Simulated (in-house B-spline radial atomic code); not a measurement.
A run on Tb (an excited or competing configuration) that did not converge. Method: scalar-relativistic (X2C) B97-1, spin-polarised, spherical fractional occupations, Fermi nucleus of rms radius 5.06 fm; computed with a B-spline radial code for spherical atoms.

Command:
```bash
python run_scf.py task.json out
```
Settings (nuclear radius in fm, mass in u):
```
Z                65
configuration    [Kr] 4d9 4f9 5s2 5p6 6s2 7d1
hamiltonian      x2c
method           b97_1
spin_polarised   True
nucleus          fermi
rms_radius       5.06
atomic_mass      158.92535
speed_of_light   137.035999084
```

First and last ten iterations of the last attempt (damped for 15 steps, keeping 80 % of the old Fock matrix, then DIIS):
```
 iter        energy (Eh)    residual
    1      -11647.127530    7.71e-01
    2      -11662.644915    1.31e+00
    3      -11681.882603    8.12e-01
    4      -11692.346560    5.31e-01
    5      -11697.718976    3.39e-01
    6      -11700.315608    2.25e-01
    7      -11701.510742    1.53e-01
    8      -11702.052301    1.03e-01
    9      -11702.301460    6.93e-02
   10      -11702.419797    5.01e-02
  111      -11702.558075    4.67e-05
  112      -11702.558075    4.35e-05
  113      -11702.558074    3.56e-05
  114      -11702.558073    3.68e-05
  115      -11702.558073    3.73e-05
  116      -11702.558072    4.17e-05
  117      -11702.558072    4.65e-05
  118      -11702.558076    6.67e-05
  119      -11702.558077    7.65e-05
  120      -11702.558077    7.79e-05
 not converged after 120 iterations
```

The smallest residual met was 2.8e-05; the threshold is about 6e-07. Over the last five steps the energy moves by less than 1e-05 hartree, but the orbitals didn't meet the threshold. Time taken, with all properties: 13 s on 1 thread of Arm Neoverse N1 (shared host).
